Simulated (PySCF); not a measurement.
Ionisation energy of As by level of theory

As [Ar] 3d10 4s2 4p3 (4S) → As+ [Ar] 3d10 4s2 4p2 (3P), as a difference of total energies. Computed with PySCF 2.14 in Sapporo-DKH3-DZP-2012, with the spin-free X2C one-electron Hamiltonian (Gaussian nucleus). Correlated levels: valence: [Ar] 3d10 frozen. The calculations carry no spin-orbit coupling.

| method | ionisation energy (eV) | error (eV) |
| --- | --- | --- |
| UHF | 9.420 | -0.588 |
| M06-L | 9.608 | -0.400 |
| B3LYP | 9.839 | -0.169 |
| MP2 (valence) | 9.801 | -0.207 |
| SCS-MP2 (valence) | 9.673 | -0.335 |
| CCSD (valence) | 9.757 | -0.251 |
| CCSD(T) (valence) | 9.763 | -0.245 |

Reference: 10.008 eV (measured; NIST levels, between the centres of gravity of the two terms).

Errors of the correlated levels include the incompleteness of this basis and the frozen core.
